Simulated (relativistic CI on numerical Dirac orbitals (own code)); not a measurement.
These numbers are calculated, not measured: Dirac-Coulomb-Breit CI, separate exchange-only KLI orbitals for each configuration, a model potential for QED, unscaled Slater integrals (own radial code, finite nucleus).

Configurations in the expansion (outside the closed core [Ar]): 3d¹⁰4s², 3d¹⁰4s4p, 3d¹⁰4p², 3d¹⁰4s4d, 3d¹⁰4d², 3d¹⁰4s4f, 3d¹⁰4p4d, 3d¹⁰4f², 3d¹⁰4p4f, 3d¹⁰4s5s, 3d¹⁰4s5p, 3d¹⁰4d4f, 3d¹⁰4s5d, 3d¹⁰4s5f, 3d¹⁰4s6s, 3d¹⁰4s5g, 3d¹⁰4s6p, 3d¹⁰4s6d, 3d¹⁰4s6f, 3d¹⁰4s7s, 3d⁹4s²4p, 3d⁹4s²4d, 3d⁹4s²4f, 3d⁹4s²5s, 3d⁹4s²5p, 3d⁹4s²5d. Double excitations out of closed p, d and f shells are left out; levels of such configurations are missing from the list, as are those of other unlisted configurations, and high levels can miss mixing partners. These lack a partner that the ground configuration has and come out too high: 3d⁹4s²4p, 3d⁹4s²4d, 3d⁹4s²4f, 3d⁹4s²5s, 3d⁹4s²5p.

At this charge energies of transitions that change n are usually good to better than 1 %, and those within a shell (Δn = 0) to a few per cent.

Outline of the computed level scheme of Ru XV. Lowest level of each configuration: 3d¹⁰4s² ¹S0 at 0.000 eV; 3d¹⁰4s4p ³P°0 at 27.837 eV; 3d¹⁰4p² ³P0 at 65.514 eV; 3d¹⁰4s4d ³D1 at 89.335 eV; 3d¹⁰4p4d ³F°2 at 118.824 eV; 3d¹⁰4s4f ³F°2 at 145.959 eV; 3d¹⁰4s5s ³S1 at 156.027 eV; 3d¹⁰4s5p ³P°0 at 170.908 eV; 3d¹⁰4p4f ¹G4 at 175.759 eV.

Some strong electric-dipole decays among the lowest 44 levels: 3d¹⁰4s5s ¹S0 → 3d¹⁰4s4p ¹P°1 (2.0e+11 s⁻¹); 3d¹⁰4s5s ³S1 → 3d¹⁰4s4p ³P°2 (1.4e+11 s⁻¹); 3d¹⁰4s4f ¹F°3 → 3d¹⁰4s4d ¹D2 (1.3e+11 s⁻¹); 3d¹⁰4s4d ¹D2 → 3d¹⁰4s4p ¹P°1 (1.0e+11 s⁻¹); 3d¹⁰4s4f ³F°4 → 3d¹⁰4s4d ³D3 (9.0e+10 s⁻¹); 3d¹⁰4p4d ³D°1 → 3d¹⁰4p² ³P0 (8.8e+10 s⁻¹); 3d¹⁰4s4f ³F°3 → 3d¹⁰4s4d ³D2 (8.1e+10 s⁻¹); 3d¹⁰4s5s ³S1 → 3d¹⁰4s4p ³P°1 (7.7e+10 s⁻¹).

LS names give the leading component of a level, which can be under half, so a name can repeat, a term be missing and a line seem to break the LS rules.
